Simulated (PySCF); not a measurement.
# Charge on either side of a bond

C7H13O2P.
Numbering: `[CH3:1][C:2]#[C:3][P@:4](=[O:5])([OH:6])[CH2:7][CH2:8][CH2:9][CH3:10]` (hydrogens: H11, H12, H13 on C1; H14 on O6; H15, H16 on C7; H17, H18 on C8; H19, H20 on C9; H21, H22, H23 on C10)

Cartesian coordinates in Å at the GFN2-xTB level; atoms count from 1:
```
atom  x, y, z in Å
C1     4.909   -0.739   -0.499
C2     3.554   -0.292   -0.290
C3     2.423    0.068   -0.095
P4     0.761    0.653    0.113
O5     0.373    1.727   -0.809
O6     0.715    1.159    1.645
C7    -0.221   -0.894    0.164
C8    -1.675   -0.648    0.546
C9    -2.449    0.078   -0.551
C10   -3.892    0.342   -0.138
H11    5.169   -0.649   -1.553
H12    5.594   -0.129    0.089
H13    5.010   -1.781   -0.194
H14    0.623    2.113    1.629
H15   -0.146   -1.364   -0.819
H16    0.265   -1.545    0.893
H17   -1.706   -0.056    1.464
H18   -2.157   -1.608    0.755
H19   -1.954    1.022   -0.776
H20   -2.436   -0.528   -1.461
H21   -4.426    0.858   -0.932
H22   -3.927    0.961    0.756
H23   -4.410   -0.592    0.073
```

Atomic charges (e) from the PBE0/pcSseg-1 density (PySCF):

```csv
atom,Mulliken,IAO,Hirshfeld,ESP-fitted
C1,-0.1696,-0.4420,-0.0884,-0.5634
C2,-0.2807,+0.0325,-0.0060,+0.3753
C3,-0.2984,-0.4047,-0.1410,-0.6801
P4,+1.2229,+1.7176,+0.4864,+1.2714
O5,-0.5857,-0.9003,-0.3857,-0.6819
O6,-0.5031,-0.7658,-0.2395,-0.6222
C7,-0.4763,-0.5146,-0.1096,-0.5580
C8,-0.2532,-0.2504,-0.0663,+0.0597
C9,-0.2913,-0.2546,-0.0704,+0.2325
C10,-0.2609,-0.4162,-0.1171,-0.4243
H11,+0.1602,+0.1809,+0.0683,+0.1928
H12,+0.1596,+0.1812,+0.0686,+0.1939
H13,+0.1570,+0.1789,+0.0671,+0.1868
H14,+0.2505,+0.3803,+0.1833,+0.4146
H15,+0.1610,+0.1587,+0.0505,+0.1484
H16,+0.1636,+0.1637,+0.0484,+0.1892
H17,+0.1267,+0.1353,+0.0325,-0.0067
H18,+0.1236,+0.1338,+0.0395,+0.0295
H19,+0.1595,+0.1505,+0.0287,-0.0205
H20,+0.1106,+0.1261,+0.0351,-0.0247
H21,+0.1168,+0.1426,+0.0415,+0.1060
H22,+0.1052,+0.1347,+0.0380,+0.0982
H23,+0.1019,+0.1317,+0.0356,+0.0833
```

Cut each of the bonds C1–C2, C2–C3, C3–P4, P4–C7, O6–P4, C8–C7, C9–C8 and C10–C9 in turn and sum the charges on the side of the atom named first.

In e; the other side holds the opposite charge:

```tsv
bond cut	piece	atoms	Mulliken	IAO	Hirshfeld	ESP-fitted
C1–C2	CH3	4	+0.307	+0.099	+0.116	+0.010
C2–C3	C2H3	5	+0.026	+0.132	+0.110	+0.385
C3–P4	C3H3	6	-0.272	-0.273	-0.031	-0.295
P4–C7	C3H4O2P	10	+0.113	+0.159	+0.013	+0.087
O6–P4	OH	2	-0.253	-0.386	-0.056	-0.208
C8–C7	C3H7	10	+0.039	+0.033	-0.003	+0.133
C9–C8	C2H5	7	+0.042	+0.015	-0.009	+0.050
C10–C9	CH3	4	+0.063	-0.007	-0.002	-0.137
```

Extremes among these pieces. Mulliken: lowest C3H3 at C3, highest CH3 at C1; IAO: lowest OH at O6, highest C3H4O2P at P4; Hirshfeld: lowest OH at O6, highest CH3 at C1; ESP-fitted: lowest C3H3 at C3, highest C2H3 at C2.

Do the schemes agree better on the pieces than on the single atoms at the cuts?

The spread between schemes averages 0.224 e for the pieces and 0.571 e for the atoms named first; it is smaller for the piece at 8 of the 8 cuts. On average they agree better on the pieces. The sign differs between schemes (beyond ±0.03 e) for CH3 at C10.

One conformer (not necessarily the lowest) at the GFN2-xTB geometry, without solvent, vibrations or thermal averaging. GFN2-xTB frequencies show an imaginary mode (33i cm⁻¹), so this geometry is no minimum at that level.
